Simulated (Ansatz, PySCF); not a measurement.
H₅MgNSi (SMILES [NH2][Mg][SiH3]), singlet, at a GFN2-xTB geometry (such geometries of metal compounds can be far from the true shape), atoms displaced at random by about 0.03 Å a coordinate. Base run: R2SCAN/STO-3G, gradient run with PySCF.

Input for PySCF:
```python
from pyscf import gto, scf, dft

mol = gto.M(
    atom='''
Mg    0.327176    0.738144   -0.126869
N    -0.409492    1.757108   -1.479442
H    -0.485825    2.714873   -1.702284
H    -0.757706    1.388906   -2.394171
Si    0.047349   -1.445254    0.921777
H     0.134680   -2.528384   -0.129140
H    -1.302072   -1.626394    1.580387
H     0.991475   -1.915369    1.962940
''',
    basis='sto-3g',
    charge=0,
    spin=0,
    verbose=4,
)

mf = dft.RKS(mol)
mf.xc = 'r2scan'
mf.kernel()
g = mf.nuc_grad_method()
grad = g.kernel()
```

Programs used: Ansatz (a first-principles code), PySCF; a row that names a program was run with it.

The coordinate followed is z of atom 6.

The base run was repeated with changes; each row names its change, and settings that it needs were set with it.

```json
[
 {"change": "base", "dE/dx (Eh/bohr)": "-0.018913", "net force (Eh/bohr)": "0.001685"},
 {"change": "code = ansatz", "dE/dx (Eh/bohr)": "-0.018922", "net force (Eh/bohr)": "0.000000"},
 {"change": "grids.level = 5; grid_response = on", "dE/dx (Eh/bohr)": "-0.018918", "net force (Eh/bohr)": "0.000000"},
 {"change": "grids.level = 1; grid_response = off", "dE/dx (Eh/bohr)": "-0.018939", "net force (Eh/bohr)": "0.009207"},
 {"change": "finite difference step (bohr) = 0.2; conv_tol = 1e-11", "dE/dx (Eh/bohr)": "-0.018261", "net force (Eh/bohr)": "-"},
 {"change": "finite difference step (bohr) = 1e-3; conv_tol = 1e-11", "dE/dx (Eh/bohr)": "-0.018916", "net force (Eh/bohr)": "-"},
 {"change": "grids.level = 1; grid_response = on", "dE/dx (Eh/bohr)": "-0.018930", "net force (Eh/bohr)": "0.000000"},
 {"change": "grids.level = 0; grid_response = on", "dE/dx (Eh/bohr)": "-0.019387", "net force (Eh/bohr)": "0.000000"},
 {"change": "conv_tol = 1e-11", "dE/dx (Eh/bohr)": "-0.018913", "net force (Eh/bohr)": "0.001685"},
 {"change": "conv_tol = 1e-4", "dE/dx (Eh/bohr)": "-0.018939", "net force (Eh/bohr)": "0.001685"},
 {"change": "grid_response = on", "dE/dx (Eh/bohr)": "-0.018916", "net force (Eh/bohr)": "0.000000"},
 {"change": "grids.level = 0; grid_response = off", "dE/dx (Eh/bohr)": "-0.018640", "net force (Eh/bohr)": "0.043588"}
]
```

The net force is zero for an exact gradient.
